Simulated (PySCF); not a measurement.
Species: C₈H₉ (doublet state).
Structure used (GFN2-xTB), in Å, numbered top down from 1:
```xyz
17
C8H9 angstrom
C      3.7981   -1.0278    0.0837
C      2.7093   -0.6859    0.6782
C      2.1536    0.7462    0.7661
C      0.8111    0.7815    0.2366
C     -0.2986    0.7692   -0.2200
C     -1.6516    0.7551   -0.7477
C     -2.3023   -0.5718   -0.4838
C     -3.4163   -0.7259    0.2049
H      4.5842   -0.5715   -0.4717
H      2.0790   -1.4097    1.1808
H      2.7979    1.4290    0.2078
H      2.1463    1.0413    1.8199
H     -2.2309    1.5610   -0.2882
H     -1.6066    0.9313   -1.8285
H     -1.7841   -1.4270   -0.8975
H     -3.8527   -1.6961    0.3711
H     -3.9435    0.1131    0.6305
```

The hyperfine couplings belong to this conformer and change with its torsions.

Identity: `[H]/[C]=C\CC#CCC=C` [radical].

Level of theory: UKS B3LYP, pcH-1 on C H, non-relativistic, mean-field spin-orbit, GIAO in PySCF 2.14.0. Geometry: GFN2-xTB, one conformer, isolated molecule. Couplings are sensitive to structure, and on GFN2-xTB geometries they can be far from those on DFT ones. The SCF solution wasn't tested for stability.

(1) Break the g tensor into its mass correction, gauge correction and orbital-Zeeman/spin–orbit terms.

(2) What effective moment and Curie constant follow for a powder?

(3) What are the electron Larmor frequencies g μB B/h along the three axes at 1200 mT?

(4) In a frozen sample, at which fields do the three g values resonate at 9.5, 34, 94 and 263 GHz (hyperfine left aside), and which band first spreads them over more than twice a line width of 0.3 mT?

## Answers

(1) 
| Δg (ppm) | 1 | 2 | 3 |
| --- | --- | --- | --- |
| relativistic mass correction | -148 | -148 | -148 |
| gauge correction | 34 | 8 | -49 |
| orbital Zeeman/spin–orbit | -412 | 9 | 547 |
| total | -525 | -131 | 350 |

So g = 2.00179, 2.00219, 2.00267 and g_iso = 2.00222; the tensor is rhombic: the two nearest values differ by 45 % of g3 − g1. Axes: g1 points within 11° of the C1–H9 bond and g2 points within 5° of the C2–C3 bond.

(2) With the mean of g² = 4.0089 and S(S+1) = 0.75: μ_eff = √(⟨g²⟩S(S+1)) = 1.734 μB and χT = 0.12505·⟨g²⟩·S(S+1) = 0.376 cm³ K/mol (cgs; spin-Hamiltonian part alone).

(3) 33.6211, 33.6277, 33.6358 GHz for g1, g2 and g3, a range of 14.7 MHz.

(4) 
```tsv
band	GHz	B(g3) mT	B(g2) mT	B(g1) mT	spread mT
X	9.5	338.92	339.01	339.07	0.15
Q	34.0	1212.99	1213.28	1213.52	0.53
W	94.0	3353.57	3354.37	3355.03	1.47
J	263.0	9382.85	9385.11	9386.96	4.10
```

The spread grows in proportion to the frequency. W band is the first where it exceeds 0.6 mT.

Largest spin populations (Mulliken): C1 (+1.03), C2 (-0.17) and C3 (+0.08). No atom but C1 exceeds +0.15. The positive populations add up to 1.18 and the negative ones to -0.18, together 2S = 1.

The HOMO–LUMO gaps are 6.28 eV among the α and 4.80 eV among the β orbitals.
